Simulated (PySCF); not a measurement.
## `O=C1O[C@H](F)C=C1F`, C₄H₂F₂O₂

Geometry:
```tsv
atom	x (Å)	y (Å)	z (Å)
O1	1.749	-1.896	0.036
C2	0.915	-1.052	0.031
O3	-0.419	-1.288	0.172
C4	-1.152	-0.101	0.119
F5	-1.990	-0.143	-0.958
C6	-0.147	1.008	-0.024
C7	1.051	0.440	-0.087
F8	2.229	1.019	-0.221
H9	-1.797	-0.021	1.007
H10	-0.430	2.040	-0.099
```

Computed with quadratic response B3LYP/def2-SVPD first hyperpolarisability, Taylor convention, gas phase in PySCF. Geometry: GFN2-xTB.

(1) Give the tensor of the second harmonic β(−2ω;ω,ω) at 1064 nm in the axes of these coordinates.

Answers

(1) In au, Taylor convention; rows are the first index (the induced dipole):
|  | xx | yy | zz | xy | xz | yz |
| --- | --- | --- | --- | --- | --- | --- |
| x | +46.0 | +18.4 | +17.5 | -3.5 | -15.2 | -0.7 |
| y | -6.3 | +11.4 | -10.5 | +20.3 | -0.7 | -9.2 |
| z | -15.3 | -9.0 | -23.0 | -0.9 | +16.4 | -10.3 |

Norm of βᵢ = ⅓ Σⱼ (βᵢⱼⱼ + βⱼᵢⱼ + βⱼⱼᵢ): 95.1 au, hyper-Rayleigh value 35.6 au.
